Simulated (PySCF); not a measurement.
I³⁺ (iodine, charge +3) across methods

[Kr] 4d10 5s2 5p2, high-spin 3P determinant. All numbers are calculated (PySCF 2.14, a scalar-relativistic core potential, in aug-cc-pVQZ-PP with ECP28MDF (7s7p5d3f2g, 92 functions)).

```csv
method,E (hartree),mean ε 5s α (eV),mean ε 5s β (eV),mean ε 5p α (eV),Σ⟨r²⟩ (bohr²),⟨S²⟩
r2SCANh,-293.5943,-48.655,-45.911,-36.029,33.02,2.003
PBE,-293.4849,-47.257,-45.460,-35.026,33.05,2.001
BP86,-293.6161,-47.397,-45.695,-35.121,32.98,2.001
r2SCAN,-293.6053,-47.952,-45.469,-35.519,33.01,2.003
PBE0,-293.5058,-49.197,-46.531,-36.446,33.06,2.002
B3LYP,-293.5840,-48.793,-46.611,-36.075,33.09,2.001
LDA,-293.0512,-47.556,-46.019,-35.124,33.05,2.001
UHF,-292.56585,-53.995,-48.402,-39.866,33.37,2.007
r2SCAN0,-293.5779,-49.709,-46.573,-36.795,33.04,2.004
```

Energies and moments cover only the electrons outside the core potential.
